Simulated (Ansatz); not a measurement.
`C[C](C)(C)[AlH2]`, one more setting.

```yaml
crystal:
  periodic: [false, false, false]
  atoms:
    - {symbol: C, position_ang: [-0.534258, 0.580749, -1.295787]}
    - {symbol: C, position_ang: [-0.011434, -0.029821, 0.005710]}
    - {symbol: C, position_ang: [1.451493, 0.380538, 0.188578]}
    - {symbol: C, position_ang: [-0.108879, -1.550257, -0.067588]}
    - {symbol: Al, position_ang: [-1.048991, 0.718304, 1.515852]}
    - {symbol: H, position_ang: [-0.485121, 1.674212, -1.289031]}
    - {symbol: H, position_ang: [0.067229, 0.235272, -2.149077]}
    - {symbol: H, position_ang: [-1.571019, 0.294528, -1.502670]}
    - {symbol: H, position_ang: [1.896677, -0.053690, 1.090342]}
    - {symbol: H, position_ang: [1.572873, 1.466965, 0.246045]}
    - {symbol: H, position_ang: [2.055213, 0.032835, -0.662243]}
    - {symbol: H, position_ang: [-1.138544, -1.890514, -0.212641]}
    - {symbol: H, position_ang: [0.267031, -2.031458, 0.840230]}
    - {symbol: H, position_ang: [0.483230, -1.935662, -0.909870]}
    - {symbol: H, position_ang: [-1.070885, 2.298427, 1.714938]}
    - {symbol: H, position_ang: [-1.847617, -0.213027, 2.531515]}
basis:
  gaussian: {orbitals: "6-31++G**"}
hamiltonian: {xc: {name: PBE}}
output: {forces: true}
```

```sh
$ ansatz run in.yaml --threads 4 --pin off --events-out ev --progress --plain --max-ram 10444MiB
```

It prints (some lines left out):

```
Functional definition: PBE
1691 factors; their error is unknown
mean field evaluation 1: about -10889.5459 eV, gradient 9.7e1 eV
mean field evaluation 2: about -10714.5426 eV, gradient 2.4e2 eV
mean field evaluation 4: about -10912.5274 eV, gradient 2.4e1 eV
mean field evaluation 8: about -10913.8777 eV, gradient 2.7e-1 eV
mean field evaluation 16: about -10913.7618 eV, gradient 3.1e-4 eV
mean field -10913.76178245 eV, -401.0733478916 hartree, gradient 1.1e-5 eV, S^2 0.000000; 0 other end points of the search recorded, 0 dependent functions left out
reference -10913.76187260 eV, -401.0733512045 hartree; 24, 24 occupied and 141, 141 virtual orbitals, 1691 factors
Total energy: -10913.76187260 eV, -401.0733512045 hartree
Atom 0 at    -0.534258     0.580749    -1.295787 Å, force    -0.078549     0.059857     0.024204 eV/Å
Atom 1 at    -0.011434    -0.029821     0.005710 Å, force    -0.009162    -0.011688     0.008480 eV/Å
Atom 2 at     1.451493     0.380538     0.188578 Å, force     0.004170     0.051731     0.090175 eV/Å
Atom 3 at    -0.108879    -1.550257    -0.067588 Å, force    -0.044912    -0.036898     0.055727 eV/Å
Atom 4 at    -1.048991     0.718304     1.515852 Å, force    -0.066180     0.038565     0.090685 eV/Å
Atom 5 at    -0.485121     1.674212    -1.289031 Å, force     0.013856     0.350994    -0.027293 eV/Å
Atom 6 at     0.067229     0.235272    -2.149077 Å, force     0.189442    -0.107046    -0.291004 eV/Å
Atom 7 at    -1.571019     0.294528    -1.502670 Å, force    -0.327571    -0.085214    -0.094431 eV/Å
Atom 8 at     1.896677    -0.053690     1.090342 Å, force     0.169510    -0.135575     0.276142 eV/Å
Atom 9 at     1.572873     1.466965     0.246045 Å, force     0.068093     0.345306     0.011140 eV/Å
Atom 10 at     2.055213     0.032835    -0.662243 Å, force     0.211765    -0.109889    -0.274723 eV/Å
Atom 11 at    -1.138544    -1.890514    -0.212641 Å, force    -0.322697    -0.132246    -0.050236 eV/Å
Atom 12 at     0.267031    -2.031458     0.840230 Å, force     0.118984    -0.176738     0.280612 eV/Å
Atom 13 at     0.483230    -1.935662    -0.909870 Å, force     0.189158    -0.138738    -0.271502 eV/Å
Atom 14 at    -1.070885     2.298427     1.714938 Å, force    -0.007537     0.202740     0.031638 eV/Å
Atom 15 at    -1.847617    -0.213027     2.531515 Å, force    -0.108373    -0.115160     0.140386 eV/Å
Dipole moment:     0.069336    -0.051699    -0.102652 e Å
```

Run time 2.6 s (4 threads of an Arm Neoverse V1 on a shared host); peak host memory 0.66 GiB.
